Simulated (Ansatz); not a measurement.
Consider the atomization: `[AlH2][GeH3]` → Al• + Ge• + 5 H•.

Gas-phase electronic energies from Ansatz, PBE0-D4/def2-TZVP geometries. CCSD(T)/CBS adds triple-zeta CCSD(T) − MP2 to the extrapolated MP2 energy (def2 sets, frozen cores). This one scheme is used for every species, atoms too. Functionals use def2-TZVPP. No spin–orbit coupling; open shells (•) take unrestricted orbitals. Spin–orbit coupling would lower the free atoms: a little for Al; clearly for Ge. For Ge outer-core shells are correlated without core-valence functions, so the limit isn't a true one: a few kJ/mol of doubt a bond, and 10 to 20 or more in all where bonds break to atoms. Scalar relativity is left out up to krypton.

| level | ΔE (eV) |
| --- | --- |
| revPBE-D4 | 16.82 |
| r2SCAN-D4 | 17.52 |
| B97M-V | 17.97 |
| CAM-B3LYP-D4 | 17.51 |
| PBE | 16.93 |
| r2SCANh | 17.45 |
| CCSD/def2-SVP | 16.45 |
| HF/def2-TZVPP | 13.24 |

**Question.** What does CCSD(T)/CBS give? (Estimate.)

**Answer.** The calculation gave: +17.63 eV. The listed levels differ from it by -0.81, -0.11, 0.34, -0.12, -0.70, -0.18, -1.18, -4.39 eV.

Largest T1 diagnostic among the species: 0.018.

At CCSD(T), def2-SVP lies −1.08 eV from the extrapolated value and def2-TZVPP −0.31 eV: correlation converges slowly with the basis, and small sets miss more of it in the bonded molecule than in its fragments. From BLYP to BHLYP (50 % exact exchange), in def2-TZVPP and without D4, ΔE moves by +0.30 eV. In def2-TZVPP, CCSD(T) changes the Hartree–Fock value by +4.07 eV (the triples alone add +0.11 eV) and MP2 by +3.63 eV; breaking electron pairs costs correlation energy, which Hartree–Fock lacks.

For atomizations the MP2-based limit and the directly extrapolated one differ by several kJ/mol either way, and by 10 to 25 for some Ge, Se and Sn compounds, so smaller differences from it don't rank the levels.
